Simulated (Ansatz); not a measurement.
```yaml
crystal:
  periodic: [false, false, false]
  atoms:
    - {symbol: C, position_ang: [-0.159707, 1.134822, -1.516112]}
    - {symbol: C, position_ang: [0.357949, 0.830134, -0.359734]}
    - {symbol: Si, position_ang: [0.229873, -0.897985, 0.336042]}
    - {symbol: O, position_ang: [-0.612107, -0.921437, 1.753279]}
    - {symbol: H, position_ang: [0.879586, 1.597252, 0.277114]}
    - {symbol: H, position_ang: [0.879586, 1.597252, 0.227114]}
    - {symbol: H, position_ang: [1.574960, -1.407852, 0.693557]}
    - {symbol: H, position_ang: [-0.403165, -1.753419, -0.700770]}
    - {symbol: H, position_ang: [-1.519095, -0.613397, 1.727012]}
basis:
  gaussian: {orbitals: aug-cc-pVDZ}
magnetization: {spin_polarized: true, initial_magnetization: 1}
hamiltonian: {xc: {name: r2SCAN50}}
output: {forces: true}
```

```sh
$ ansatz run in.yaml --threads 2 --pin off --events-out ev --progress --plain --max-ram 22528MiB --backend cpu
```

Output, abridged:

```
Functional definition: r2SCAN50
1382 factors; integrals over basis functions are off by at most 7.8e-4 eV
mean field evaluation 1: about -11817.4706 eV, gradient 3.6e1 eV
mean field evaluation 2: about -11818.0619 eV, gradient 3.7e1 eV
mean field evaluation 4: about -11823.4815 eV, gradient 1.7e0 eV
mean field evaluation 8: about -11823.5769 eV, gradient 3.8e-1 eV
mean field evaluation 16: about -11823.5802 eV, gradient 5.6e-3 eV
a density is far from that of the atoms, so the factors are made again for it
1413 factors; integrals over basis functions are off by at most 7.5e-4 eV
mean field -11823.58020792 eV, -434.5085583304 hartree, gradient 8.1e-5 eV, S^2 0.758511; 0 other end points of the search recorded, 0 dependent functions left out
reference -11823.58023749 eV, -434.5085594171 hartree; 20, 19 occupied and 121, 122 virtual orbitals, 1413 factors
Total energy: -11823.58023749 eV, -434.5085594171 hartree
Atom 0 at    -0.159707     1.134822    -1.516112 Å, force    -0.106525     0.754024    -0.481567 eV/Å
Atom 1 at     0.357949     0.830134    -0.359734 Å, force    -2.454566    -4.567596    -2.727094 eV/Å
Atom 2 at     0.229873    -0.897985     0.336042 Å, force     0.667769     0.114648    -0.242463 eV/Å
Atom 3 at    -0.612107    -0.921437     1.753279 Å, force    -0.794854     0.218741     0.542071 eV/Å
Atom 4 at     0.879586     1.597252     0.277114 Å, force     3.076121     5.765514  5743.285849 eV/Å
Atom 5 at     0.879586     1.597252     0.227114 Å, force    -0.876118    -2.487272 -5740.434051 eV/Å
Atom 6 at     1.574960    -1.407852     0.693557 Å, force    -0.023983    -0.005132     0.016624 eV/Å
Atom 7 at    -0.403165    -1.753419    -0.700770 Å, force     0.076012     0.379275     0.023307 eV/Å
Atom 8 at    -1.519095    -0.613397     1.727012 Å, force     0.436144    -0.172202     0.017323 eV/Å
Dipole moment:     0.166369     0.107381     0.593945 e Å
```

(1) What is wrong with this run?

Results:

(1) One atom was put on top of another. The calculation finished and met its thresholds. The result belongs to that input, not to the molecule as meant.
